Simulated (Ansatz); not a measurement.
A nudged elastic band was laid between two geometries of C$_{2}$H$_{4}$Se (7 atoms, charge 0, multiplicity 1).

Theory: RKS B3LYP/def2-SVP in Ansatz.

* movable images: 9
* climbing image: yes
* spring: 5.0 eV/Å²
* optimiser: quadratic models (default)
* start path: through a guess of the saddle point
* force threshold: 0.05 eV/Å
* iteration limit: 60
* end points: relaxed

First end point:

```xyz
7
Properties=species:S:1:pos:R:3
C -0.896 0.422 -0.638
C 0.088 0.143 0.220
Se 0.979 -1.550 0.300
H -1.239 -0.290 -1.395
H -1.399 1.393 -0.604
H 0.415 0.871 0.968
H 2.113 -1.057 1.103
```

Last end point:

```xyz
7
Properties=species:S:1:pos:R:3
C -0.921 0.408 -0.612
C 0.147 0.177 0.156
Se 1.185 -1.431 0.077
H -1.312 -0.330 -1.320
H -1.443 1.368 -0.555
H 0.518 0.929 0.858
H 1.888 -1.188 1.351
```

(1) What changes between the two ends?

(2) What energy profile does the band end with?

(3) What is the geometry of the highest image?

Results:

(1) No bond is made or broken. The dihedral H6–C2–Se3–H7 goes from -18 to 17°. The two ends are copies of one structure, up to a mirror image or an exchange of like atoms.

(2) It converged. The highest image is number 5 of 0 to 10, 0.000 eV above the ends, which have the same energy within 2 meV. The top lies less than 8 meV above the higher end, about what the thresholds resolve: that end is a shoulder or a very shallow well. A vibrational analysis at the climbing image gives one clearly imaginary mode, 67i cm⁻¹: a first-order saddle point.

```tsv
image	path coordinate (Å)	energy (eV)	dihedral H6–C2–Se3–H7 (°)
0	0.00	0.000	-18
1	0.05	0.000	-14
2	0.11	0.000	-11
3	0.16	0.000	-8
4	0.22	0.000	-4
5	0.27	0.000	-1
6	0.33	0.000	3
7	0.38	0.000	6
8	0.44	0.000	10
9	0.49	0.000	14
10	0.55	0.000	17
```

(3) 
```xyz
7
Properties=species:S:1:pos:R:3
C -0.914 0.416 -0.626
C 0.117 0.156 0.183
Se 1.075 -1.503 0.183
H -1.289 -0.306 -1.359
H -1.422 1.383 -0.578
H 0.476 0.892 0.908
H 2.018 -1.105 1.243
```

Run time: 2.7 min on 1 thread of Arm Neoverse V1, with other jobs on the host, peak memory 0.17 GiB.
